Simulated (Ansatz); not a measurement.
ethylmethylamine (C3H9N), SMILES CNCC.

The structure is a stationary point at B3LYP-D3(BJ)/def2-SVP. Other conformers were not sampled.

Two levels are set side by side: PBE/def2-TZVPD (Ansatz, a first-principles code) and PBE0/def2-TZVPD (Ansatz). Energy differences of separate SCF runs at the same geometry; the states with an electron removed or added have multiplicity 2 and 2. Differences are taken from unrounded values.

```csv
quantity,PBE
vertical ionisation energy (eV),8.53
vertical singlet–triplet gap (eV),5.21
```

Question: These are the PBE values. What does PBE0 give? (An estimate is asked for; the answer gives what the named calculation found.)

Answer: 
```tsv
quantity	PBE0	PBE minus PBE0
vertical ionisation energy (eV)	8.61	-0.08
vertical singlet–triplet gap (eV)	5.42	-0.21
```
